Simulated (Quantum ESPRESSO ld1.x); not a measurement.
Results of a calculation; reference values are marked as such.
W69+, configuration [He] 2s2 2p1 (the NIST ground configuration). Code: ld1.x of Quantum ESPRESSO 7.5. Model: scalar-relativistic Kohn-Sham, LDA (Slater exchange, VWN5 correlation), spin-polarised, spherical densities, point nucleus; open shells are filled with parallel spins first.

Unscreened Slater integrals over Kohn-Sham orbitals (cm^-1). They are taken over the spin-up orbitals. Empty in this configuration: 3p, 3s.

F0(3p,3p): 1168100
F2(3p,3p): 580480
F0(3p,3s): 1146300
G1(3p,3s): 731960
F0(3p,2p): 1537500
F2(3p,2p): 414290
G0(3p,2p): 164250
G2(3p,2p): 184990
F0(3p,2s): 1491800
G1(3p,2s): 131290
F0(3s,3s): 1129400
F0(3s,2p): 1473400
G1(3s,2p): 159740
F0(3s,2s): 1443700
G0(3s,2s): 129190
F0(2p,2p): 3024200
F2(2p,2p): 1438200
F0(2p,2s): 2799300
G1(2p,2s): 1588800
F0(2s,2s): 2660100

Derived for the open shells (J is the average intra-shell exchange parameter used in DFT+U). 2p: J = F2/5 = 287600 cm^-1.
